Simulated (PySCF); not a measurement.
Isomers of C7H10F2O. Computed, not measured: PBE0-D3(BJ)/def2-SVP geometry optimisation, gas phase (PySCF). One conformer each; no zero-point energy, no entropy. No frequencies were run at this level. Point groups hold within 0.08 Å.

Question: Order them by energy at this level, lowest first, and give relative energies in kcal/mol.
A. `[F:1][CH:2]([F:3])[O:4][CH:5]1[CH2:6][C:7]2([CH2:8][CH2:9]2)[CH2:10]1` with F1–C2–O4–C5 71°, C2–O4–C5–C6 -82°
B. `[F:1][CH:2]([F:3])[O:4][CH2:5][CH2:6][CH:7]=[C:8]1[CH2:9][CH2:10]1` with F1–C2–O4–C5 -80°, C2–O4–C5–C6 81°, O4–C5–C6–C7 179°, C5–C6–C7–C8 -118°
C. `[F:1][CH2:2][C@@H:3]1[CH2:4][C@H:5]2[CH2:6][CH2:7][C@:8]1([F:9])[O:10]2` with F1–C2–C3–C4 -58°
D. `[CH3:1][CH2:2][C@H:3]1[CH2:4][C@@:5]([F:6])([C:7](=[O:8])[F:9])[CH2:10]1` with C1–C2–C3–C4 72°, C4–C5–C7–O8 60°

Answer: C (0.0), D (4.4), A (28.7), B (41.7).

As drawn, the highest has a three-membered ring, two fluorines on one carbon and a C=C bond outside aromatic rings, which the lowest lacks.

```json
{"SMILES": "FC[C@@H]1C[C@H]2CC[C@]1(F)O2", "E (Eh)": "-546.69039", "E rel (kcal/mol)": "0.0", "dipole (D)": "2.60", "point group": "C1", "A, B, C (MHz)": "2245, 1157, 921.6"}
{"SMILES": "CC[C@H]1C[C@@](F)(C(=O)F)C1", "E (Eh)": "-546.68345", "E rel (kcal/mol)": "4.4", "dipole (D)": "2.57", "point group": "C1", "A, B, C (MHz)": "2330, 871.0, 741.0"}
{"SMILES": "FC(F)OC1CC2(CC2)C1", "E (Eh)": "-546.64460", "E rel (kcal/mol)": "28.7", "dipole (D)": "2.64", "point group": "C1", "A, B, C (MHz)": "4086, 612.6, 571.6"}
{"SMILES": "FC(F)OCCC=C1CC1", "E (Eh)": "-546.62393", "E rel (kcal/mol)": "41.7", "dipole (D)": "2.95", "point group": "C1", "A, B, C (MHz)": "4692, 423.2, 415.8"}
```
